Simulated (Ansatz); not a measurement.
Bond stretch in SiH, doublet.

Methods: UCCSD(T) = CCSD(T) on UHF/cc-pVDZ, frozen core run with Ansatz (a program for electronic structure); UKS-PBE0 = unrestricted PBE0/cc-pVDZ (Ansatz); UKS-BLYP = unrestricted BLYP/cc-pVDZ run with Ansatz; UKS-PBE = unrestricted PBE/cc-pVDZ in Ansatz; UCCSDT(Q) = CCSDT(Q) on UHF/cc-pVDZ, frozen core (Ansatz); FCI = full CI/cc-pVDZ, frozen core in Ansatz.

Cost and accuracy over the 23 points of the scan, with FCI as yardstick. Costs are rough ratios of core time within Ansatz on shared cores, each with its mean field (Kohn-Sham runs search longer for lower solutions than correlated ones do); the miss is the largest error against full CI of the curve after the mean shift, in eV.

Task: Which is the cheapest of these levels that stays within 0.097 eV of FCI?

Result: UCCSD(T).

```
level      relative cost  largest error
---------  -------------  -------------
UCCSD(T)               1          0.066
UKS-PBE0               1          0.128
UKS-BLYP               2          0.207
UKS-PBE                2          0.144
UCCSDT(Q)              4          0.002
```

Costs within a factor of two of each other count as equal.

The unrestricted determinant behind UCCSD(T), UCCSDT(Q) is spin-contaminated at 1.15 to 1.23, 2.11 to 6.08 Å (<S²> up to 1.8, against 0.75 for a pure doublet). The unrestricted determinant behind UKS-PBE0 is spin-contaminated at 2.51 to 6.08 Å (<S²> up to 1.8, against 0.75 for a pure doublet). The unrestricted determinant behind UKS-BLYP, UKS-PBE is spin-contaminated at 2.73 to 6.08 Å (<S²> up to 1.8, against 0.75 for a pure doublet).
